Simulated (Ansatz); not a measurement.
Ansatz (an electronic-structure program) input for VF₂, SMILES [V]([F])[F] (connectivity only; charge and spin as stated), neutral, multiplicity 4, PBE-D3(BJ)/def2-TZVP. 

Ansatz 0.2 input:
```yaml
crystal:
  periodic: [false, false, false]
  atoms:
    - {symbol: V, position_ang: [0.00000000, 0.00000000, -0.00347733]}
    - {symbol: F, position_ang: [0.00000000, -1.77950683, 0.00444325]}
    - {symbol: F, position_ang: [0.00000000, 1.77950683, 0.00444325]}
basis:
  gaussian:
    orbitals: def2-TZVP
hamiltonian:
  xc: pbe
  dispersion: d3bj
magnetization: {spin_polarized: true, initial_magnetization: 3}
relax: {f_tol: 0.002, max_steps: 200}
```

Output:

```
[...]
the calculation of the forces begins
reference -31115.22097753 eV, -1143.4632802701 hartree; 22, 19 occupied and 85, 88 virtual orbitals, 746 factors
relax step   3: F+E_penalty+E_count = -31115.24507567 eV  Δ(F+E_penalty+E_count) = -4.264e-4 eV  max|allowed force component| = 2.698e-3 eV/Å  Δτ_max = 0.0041 Å  (35 SCF iters, accepted)
these checks for a lower state are left out or cut short: starts, cluster_reference, orbital_swaps, neighbouring_geometries, increment
integrals: 0.03 GiB planned
746 factors; their error is unknown
mean field: 0.31 GiB planned
mean field -31115.22092837 eV, -1143.4632784635 hartree, gradient 7.3e-6 eV, S^2 3.764963; 0 other end points of the search recorded, 0 dependent functions left out
the calculation of the forces begins
reference -31115.22098178 eV, -1143.4632804263 hartree; 22, 19 occupied and 85, 88 virtual orbitals, 746 factors
relax step   4: F+E_penalty+E_count = -31115.24508022 eV  Δ(F+E_penalty+E_count) = -4.551e-6 eV  max|allowed force component| = 3.399e-3 eV/Å  Δτ_max = 0.0011 Å  (28 SCF iters, accepted)
these checks for a lower state are left out or cut short: starts, cluster_reference, orbital_swaps, neighbouring_geometries, increment
integrals: 0.03 GiB planned
746 factors; their error is unknown
mean field: 0.31 GiB planned
mean field -31115.22093431 eV, -1143.4632786817 hartree, gradient 9.1e-6 eV, S^2 3.764962; 0 other end points of the search recorded, 0 dependent functions left out
the calculation of the forces begins
reference -31115.22098772 eV, -1143.4632806445 hartree; 22, 19 occupied and 85, 88 virtual orbitals, 746 factors
relax step   5: F+E_penalty+E_count = -31115.24508637 eV  Δ(F+E_penalty+E_count) = -6.149e-6 eV  max|allowed force component| = 4.318e-3 eV/Å  Δτ_max = 0.0012 Å  (28 SCF iters, accepted)
these checks for a lower state are left out or cut short: starts, cluster_reference, orbital_swaps, neighbouring_geometries, increment
integrals: 0.03 GiB planned
746 factors; their error is unknown
mean field: 0.31 GiB planned
mean field evaluation 160: about -31115.2209 eV, gradient 1.6e-5 eV
mean field -31115.22094381 eV, -1143.4632790309 hartree, gradient 1.6e-5 eV, S^2 3.764959; 0 other end points of the search recorded, 0 dependent functions left out
the calculation of the forces begins
reference -31115.22099723 eV, -1143.4632809938 hartree; 22, 19 occupied and 85, 88 virtual orbitals, 746 factors
relax step   6: F+E_penalty+E_count = -31115.24509620 eV  Δ(F+E_penalty+E_count) = -9.833e-6 eV  max|allowed force component| = 5.749e-3 eV/Å  Δτ_max = 0.0017 Å  (28 SCF iters, accepted)
these checks for a lower state are left out or cut short: starts, cluster_reference, orbital_swaps, neighbouring_geometries, increment
integrals: 0.03 GiB planned
746 factors; their error is unknown
mean field: 0.31 GiB planned
mean field -31115.22095932 eV, -1143.4632796007 hartree, gradient 7.7e-6 eV, S^2 3.764955; 0 other end points of the search recorded, 0 dependent functions left out
the calculation of the forces begins
reference -31115.22101274 eV, -1143.4632815639 hartree; 22, 19 occupied and 85, 88 virtual orbitals, 746 factors
relax step   7: F+E_penalty+E_count = -31115.24511223 eV  Δ(F+E_penalty+E_count) = -1.603e-5 eV  max|allowed force component| = 7.973e-3 eV/Å  Δτ_max = 0.0023 Å  (29 SCF iters, accepted)
these checks for a lower state are left out or cut short: starts, cluster_reference, orbital_swaps, neighbouring_geometries, increment
integrals: 0.03 GiB planned
746 factors; their error is unknown
mean field: 0.31 GiB planned
mean field -31115.22098537 eV, -1143.4632805582 hartree, gradient 8.3e-6 eV, S^2 3.764949; 0 other end points of the search recorded, 0 dependent functions left out
the calculation of the forces begins
reference -31115.22103880 eV, -1143.4632825217 hartree; 22, 19 occupied and 85, 88 virtual orbitals, 746 factors
relax step   8: F+E_penalty+E_count = -31115.24513917 eV  Δ(F+E_penalty+E_count) = -2.693e-5 eV  max|allowed force component| = 1.164e-2 eV/Å  Δτ_max = 0.0032 Å  (29 SCF iters, accepted)
these checks for a lower state are left out or cut short: starts, cluster_reference, orbital_swaps, neighbouring_geometries, increment
integrals: 0.03 GiB planned
746 factors; their error is unknown
mean field: 0.31 GiB planned
mean field -31115.22102521 eV, -1143.4632820223 hartree, gradient 1.0e-5 eV, S^2 3.764942; 0 other end points of the search recorded, 0 dependent functions left out
the calculation of the forces begins
reference -31115.22107865 eV, -1143.4632839861 hartree; 22, 19 occupied and 85, 88 virtual orbitals, 746 factors
relax step   9: F+E_penalty+E_count = -31115.24517991 eV  Δ(F+E_penalty+E_count) = -4.075e-5 eV  max|allowed force component| = 1.473e-2 eV/Å  Δτ_max = 0.0038 Å  (29 SCF iters, accepted)
these checks for a lower state are left out or cut short: starts, cluster_reference, orbital_swaps, neighbouring_geometries, increment
integrals: 0.03 GiB planned
746 factors; their error is unknown
mean field: 0.31 GiB planned
mean field -31115.22109276 eV, -1143.4632845044 hartree, gradient 1.5e-5 eV, S^2 3.764931; 0 other end points of the search recorded, 0 dependent functions left out
the calculation of the forces begins
reference -31115.22114621 eV, -1143.4632864688 hartree; 22, 19 occupied and 85, 88 virtual orbitals, 746 factors
relax step  10: F+E_penalty+E_count = -31115.24524905 eV  Δ(F+E_penalty+E_count) = -6.913e-5 eV  max|allowed force component| = 2.017e-2 eV/Å  Δτ_max = 0.0052 Å  (34 SCF iters, accepted)
these checks for a lower state are left out or cut short: starts, cluster_reference, orbital_swaps, neighbouring_geometries, increment
integrals: 0.03 GiB planned
746 factors; their error is unknown
mean field: 0.31 GiB planned
mean field evaluation 192: about -31115.2237 eV, gradient 3.9e-3 eV
mean field -31115.22120413 eV, -1143.4632885975 hartree, gradient 1.7e-5 eV, S^2 3.764910; 0 other end points of the search recorded, 0 dependent functions left out
the calculation of the forces begins
reference -31115.22125762 eV, -1143.4632905630 hartree; 22, 19 occupied and 85, 88 virtual orbitals, 746 factors
relax step  11: F+E_penalty+E_count = -31115.24536321 eV  Δ(F+E_penalty+E_count) = -1.142e-4 eV  max|allowed force component| = 2.973e-2 eV/Å  Δτ_max = 0.0071 Å  (34 SCF iters, accepted)
these checks for a lower state are left out or cut short: starts, cluster_reference, orbital_swaps, neighbouring_geometries, increment
integrals: 0.03 GiB planned
746 factors; their error is unknown
mean field: 0.31 GiB planned
mean field -31115.22135858 eV, -1143.4632942734 hartree, gradient 2.0e-5 eV, S^2 3.764874; 0 other end points of the search recorded, 0 dependent functions left out
the calculation of the forces begins
reference -31115.22141212 eV, -1143.4632962407 hartree; 22, 19 occupied and 85, 88 virtual orbitals, 746 factors
relax step  12: F+E_penalty+E_count = -31115.24552271 eV  Δ(F+E_penalty+E_count) = -1.595e-4 eV  max|allowed force component| = 4.824e-2 eV/Å  Δτ_max = 0.0091 Å  (33 SCF iters, accepted)
these checks for a lower state are left out or cut short: starts, cluster_reference, orbital_swaps, neighbouring_geometries, increment
integrals: 0.03 GiB planned
746 factors; their error is unknown
mean field: 0.31 GiB planned
mean field -31115.22160310 eV, -1143.4633032592 hartree, gradient 2.0e-5 eV, S^2 3.764841; 0 other end points of the search recorded, 0 dependent functions left out
the calculation of the forces begins
reference -31115.22165669 eV, -1143.4633052285 hartree; 22, 19 occupied and 85, 88 virtual orbitals, 746 factors
relax step  13: F+E_penalty+E_count = -31115.24577197 eV  Δ(F+E_penalty+E_count) = -2.493e-4 eV  max|allowed force component| = 5.996e-2 eV/Å  Δτ_max = 0.0102 Å  (33 SCF iters, accepted)
these checks for a lower state are left out or cut short: starts, cluster_reference, orbital_swaps, neighbouring_geometries, increment
integrals: 0.03 GiB planned
746 factors; their error is unknown
mean field: 0.31 GiB planned
mean field -31115.22184771 eV, -1143.4633122485 hartree, gradient 2.1e-5 eV, S^2 3.764782; 0 other end points of the search recorded, 0 dependent functions left out
the calculation of the forces begins
reference -31115.22190139 eV, -1143.4633142211 hartree; 22, 19 occupied and 85, 88 virtual orbitals, 746 factors
relax step  14: F+E_penalty+E_count = -31115.24602498 eV  Δ(F+E_penalty+E_count) = -2.530e-4 eV  max|allowed force component| = 8.698e-2 eV/Å  Δτ_max = 0.0115 Å  (34 SCF iters, accepted)
these checks for a lower state are left out or cut short: starts, cluster_reference, orbital_swaps, neighbouring_geometries, increment
integrals: 0.03 GiB planned
746 factors; their error is unknown
mean field: 0.31 GiB planned
mean field evaluation 224: about -31115.2261 eV, gradient 8.4e-1 eV
mean field -31115.22688304 eV, -1143.4634972933 hartree, gradient 2.4e-5 eV, S^2 3.764474; 0 other end points of the search recorded, 0 dependent functions left out
the calculation of the forces begins
reference -31115.22693753 eV, -1143.4634992961 hartree; 22, 19 occupied and 85, 88 virtual orbitals, 746 factors
relax step  15: F+E_penalty+E_count = -31115.25112411 eV  Δ(F+E_penalty+E_count) = -5.099e-3 eV  max|allowed force component| = 1.441e-2 eV/Å  Δτ_max = 0.1125 Å  (39 SCF iters, accepted)
these checks for a lower state are left out or cut short: starts, cluster_reference, orbital_swaps, neighbouring_geometries, increment
integrals: 0.03 GiB planned
746 factors; their error is unknown
mean field: 0.31 GiB planned
mean field -31115.15984126 eV, -1143.4610335536 hartree, gradient 1.4e-5 eV, S^2 3.764608; 0 other end points of the search recorded, 0 dependent functions left out
the calculation of the forces begins
reference -31115.15989603 eV, -1143.4610355661 hartree; 22, 19 occupied and 85, 88 virtual orbitals, 746 factors
relax step  16: F+E_penalty+E_count = -31115.18421161 eV  Δ(F+E_penalty+E_count) = +6.691e-2 eV  max|allowed force component| = 8.515e-1 eV/Å  Δτ_max = 0.1952 Å  (41 SCF iters, rejected (line search))
these checks for a lower state are left out or cut short: starts, cluster_reference, orbital_swaps, neighbouring_geometries, increment
integrals: 0.03 GiB planned
746 factors; their error is unknown
mean field: 0.31 GiB planned
mean field -31115.22710757 eV, -1143.4635055448 hartree, gradient 7.8e-6 eV, S^2 3.764364; 0 other end points of the search recorded, 0 dependent functions left out
the calculation of the forces begins
reference -31115.22716226 eV, -1143.4635075544 hartree; 22, 19 occupied and 85, 88 virtual orbitals, 746 factors
relax step  17: F+E_penalty+E_count = -31115.25137080 eV  Δ(F+E_penalty+E_count) = -2.467e-4 eV  max|allowed force component| = 9.214e-4 eV/Å  Δτ_max = 0.0202 Å  (35 SCF iters, accepted)
integrals: 0.03 GiB planned
746 factors; their error is unknown
mean field: 0.31 GiB planned
mean field evaluation 256: about -31115.2291 eV, gradient 4.0e-1 eV
mean field evaluation 288: about -31114.4292 eV, gradient 1.0e-5 eV
mean field evaluation 320: about -31114.4344 eV, gradient 9.2e-1 eV
mean field evaluation 352: about -31114.4179 eV, gradient 1.0e1 eV
mean field -31115.22710757 eV, -1143.4635055448 hartree, gradient 1.2e-5 eV, S^2 3.764364; 15 other end points of the search recorded, 0 dependent functions left out
the calculation of the forces begins
reference -31115.22716226 eV, -1143.4635075544 hartree; 22, 19 occupied and 85, 88 virtual orbitals, 746 factors
Total energy: -31115.25142548 eV, -1143.4643992115 hartree
Atom 0 at     0.000000     0.000000    -0.193369 Å, force     0.000000     0.000000    -0.000271 eV/Å
Atom 1 at    -0.000000    -1.743220     0.099389 Å, force     0.000000     0.000921     0.000135 eV/Å
Atom 2 at    -0.000000     1.743220     0.099389 Å, force    -0.000000    -0.000921     0.000135 eV/Å
Dipole moment:     0.000000    -0.000000    -0.165502 e Å
```

Self-consistency was reached.
